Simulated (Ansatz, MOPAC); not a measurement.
Dimer: HCl (SMILES Cl) (first 2 atoms) with CH2O (SMILES C=O); geometry from B3LYP-D3(BJ)/def2-TZVP, rigid monomers moved along the line of their centres of mass till H2···O4 is 2.60 Å.
(charge 0, multiplicity 1):
```csv
atom,x (Å),y (Å),z (Å)
Cl,-0.1523,-0.0562,0.4435
H,0.1496,0.4924,1.5878
C,-0.3105,0.1203,4.7335
O,0.3078,0.9645,4.1372
H,-0.3755,0.1297,5.8343
H,-0.8357,-0.6944,4.2056
```

Interaction energies are E(AB) − E(A) − E(B) at the monomers' geometry in the complex; basis-set methods are counterpoise corrected.

The state that PM3, PM7 reach isn't checked; PM7 holds dispersion and hydrogen-bond terms.

Programs: Ansatz (Gaussian basis) for Hartree–Fock, density functionals and correlated methods; MOPAC for PM3, PM7 (differences of heats of formation). Each number belongs to the level named beside it.

**Question.** One of these levels gives -2.66 kcal/mol for the interaction energy. Which one is it?
(A) PM7
(B) B3LYP/def2-TZVPPD
(C) PM3

**Answer.** B, B3LYP/def2-TZVPPD. The others give -1.32 (PM3), -3.22 (PM7)

Ansatz is a program for electronic structure.
